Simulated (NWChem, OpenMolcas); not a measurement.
**How basis sets differ on C2H5NSi (SMILES C[SiH2]C#N)**

C2H5NSi: 9 atoms, total charge 0, spin state singlet. SMILES: `C[SiH2]C#N`. Geometry: relaxed at PBE0-D4/def2-TZVP.

```xyz
9

C    -0.6720    0.9311   -0.4975
Si   -0.1468   -0.5546    0.4883
C     1.6383   -0.9101    0.1298
N     2.7473   -1.1124   -0.1076
H    -0.5541    0.7461   -1.5668
H    -0.0728    1.8034   -0.2298
H    -1.7219    1.1604   -0.3009
H    -0.8933   -1.7794    0.1170
H    -0.2364   -0.3308    1.9503
```

Quantity: the HOMO–LUMO gap, in eV. The values are calculated.

| level | kind | program | value (eV) | CPU time |
| --- | --- | --- | --- | --- |
| HF/ANO-R0 (sfX2C) | Hartree–Fock | OpenMolcas | 16.41 | 1.8 s |
| HF/ANO-RCC-MB (DKH2) | Hartree–Fock | OpenMolcas | 18.79 | 2 s |
| HF/ANO-XS-MB (DKH2) | Hartree–Fock | OpenMolcas | 18.36 | 3.2 s |
| HF/STO-3G | Hartree–Fock | NWChem | 20.36 | 2.7 s |
| HF/3-21G | Hartree–Fock | NWChem | 16.23 | 2.4 s |
| HF/cc-pVDZ | Hartree–Fock | OpenMolcas | 15.85 | 19 s |

The values span 15.85 to 20.36 eV. A Hartree–Fock LUMO above zero doesn't converge with the basis: it sinks as sets grow more diffuse. Orbital gaps aren't excitation energies. Times are those of the runs behind each value, whatever else they computed, on shared processors of several kinds: orders of magnitude only.
